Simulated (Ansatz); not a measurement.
Reaction (ligand exchange at a B–O bond): `NB(F)[O][GeH3]` + CH₃SH → `CSB(N)F` + `[OH][GeH3]`

Gas-phase electronic energies from Ansatz, PBE0-D4/def2-TZVP geometries. CBS: MP2 limit from def2 TZ/QZ plus the TZ coupled-cluster correction, frozen cores. This one scheme is used for every species. For Ge outer-core shells are correlated without core-valence functions, which leaves a few kJ/mol of doubt a bond. Scalar relativity is left out up to krypton. Each species was taken in one conformer, which may not be the lowest.

| species | HF/def2-TZVPP energy (Eh) |
| --- | --- |
| `NB(F)[O][GeH3]` | -2332.01893 |
| CH₃SH | -437.75225 |
| `CSB(N)F` | -617.12988 |
| `[OH][GeH3]` | -2152.60593 |

Problem. Work out ΔE.

Solution. ΔE = (-617.12988) + (-2152.60593) − (-2332.01893) − (-437.75225) = 0.03537 Eh = +22.2 kcal/mol. CCSD(T)/CBS gives +16.9 kcal/mol.

Largest T1 diagnostic among the species: 0.012.

In def2-TZVPP, CCSD(T) changes the Hartree–Fock value by −4.4 kcal/mol (the triples alone add −0.9 kcal/mol) and MP2 by −5.6 kcal/mol. From PBE to PBE0 (25 % exact exchange), in def2-TZVPP and without D4, ΔE moves by +1.4 kcal/mol.
